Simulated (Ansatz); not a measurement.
Complex (SMILES): F (HF) with C#N (CH-N), atoms 1 to 2 the first; geometry from B3LYP-D3(BJ)/def2-TZVP, monomers rigid:
```xyz
5

F      0.9503     0.5484    -0.1025
H      0.2877     0.3564     0.5335
C     -1.8028    -0.2520     2.5405
N     -0.9963    -0.0166     1.7661
H     -2.5562    -0.4720     3.2639
```

Interaction energy at wB97M-V with Ansatz (a program for electronic structure), kcal/mol, without and with the counterpoise correction (monomers among the partner's ghost functions). Cartesian d functions, on some or all atoms, in 6-31+G*; all else is spherical. The program fits the integrals of some runs and decomposes those of others, by size. The functional holds VV10 correlation; no added dispersion term, no relativity. Reference, counterpoise-corrected: the value in aug-pcseg-3, -7.61.

```json
[
 {"basis": "STO-3G", "functions": "17", "uncorrected": "-4.35", "counterpoise": "-1.38", "counterpoise correction": "2.97", "mean of both": "-2.87"},
 {"basis": "6-31G", "functions": "31", "uncorrected": "-10.23", "counterpoise": "-8.27", "counterpoise correction": "1.96", "mean of both": "-9.25"},
 {"basis": "pcseg-1", "functions": "52", "uncorrected": "-8.68", "counterpoise": "-7.27", "counterpoise correction": "1.42", "mean of both": "-7.97"},
 {"basis": "6-31+G*", "functions": "61", "uncorrected": "-8.03", "counterpoise": "-7.34", "counterpoise correction": "0.69", "mean of both": "-7.69"},
 {"basis": "6-311+G**", "functions": "78", "uncorrected": "-8.10", "counterpoise": "-7.74", "counterpoise correction": "0.36", "mean of both": "-7.92"},
 {"basis": "6-311++G(2d,2p)", "functions": "101", "uncorrected": "-7.94", "counterpoise": "-7.61", "counterpoise correction": "0.33", "mean of both": "-7.78"},
 {"basis": "jun-cc-pV(T+d)Z", "functions": "145", "uncorrected": "-7.80", "counterpoise": "-7.64", "counterpoise correction": "0.16", "mean of both": "-7.72"},
 {"basis": "aug-pcseg-2", "functions": "184", "uncorrected": "-7.75", "counterpoise": "-7.62", "counterpoise correction": "0.13", "mean of both": "-7.68"},
 {"basis": "cc-pVQZ", "functions": "225", "uncorrected": "-7.75", "counterpoise": "-7.30", "counterpoise correction": "0.45", "mean of both": "-7.52"},
 {"basis": "def2-QZVPP", "functions": "231", "uncorrected": "-7.71", "counterpoise": "-7.50", "counterpoise correction": "0.21", "mean of both": "-7.60"},
 {"basis": "def2-QZVPPD", "functions": "258", "uncorrected": "-7.61", "counterpoise": "-7.59", "counterpoise correction": "0.02", "mean of both": "-7.60"},
 {"basis": "cc-pV5Z", "functions": "383", "uncorrected": "-7.67", "counterpoise": "-7.51", "counterpoise correction": "0.16", "mean of both": "-7.59"}
]
```

The corrected value lies nearer the reference in 7 of 12 rows.
